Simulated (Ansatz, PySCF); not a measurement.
Noncovalent pair: H2O (SMILES O) (first 3 atoms) with HCl (SMILES Cl); geometry from B3LYP-D3(BJ)/def2-TZVP.
(charge 0, multiplicity 1):
```xyz
5

O      0.0409     0.3323     0.2529
H      0.7941     0.8483    -0.0558
H      0.1862    -0.5672    -0.0611
Cl    -0.3128     0.4730     3.3761
H     -0.2117     0.4340     2.0764
```

Monomers are frozen at their geometry in the pair; levels with a basis set take the counterpoise correction.

Correlated levels freeze the cores. Rows in 6-31G* carry no dispersion term and start afresh at each structure (6-31G* with six Cartesian d functions).

Run with Ansatz (an electronic-structure program) with Gaussian orbitals; PySCF for 6-31G* rows. 

Q: Give the interaction energy at the level CAM-B3LYP/def2-TZVPPD.

A: -252 meV

Q: Estimate the interaction energy that HF/6-31G* returns for this input.

A: -217 meV

Q: Predict the interaction energy from B2PLYP/def2-TZVPPD.

A: -229 meV
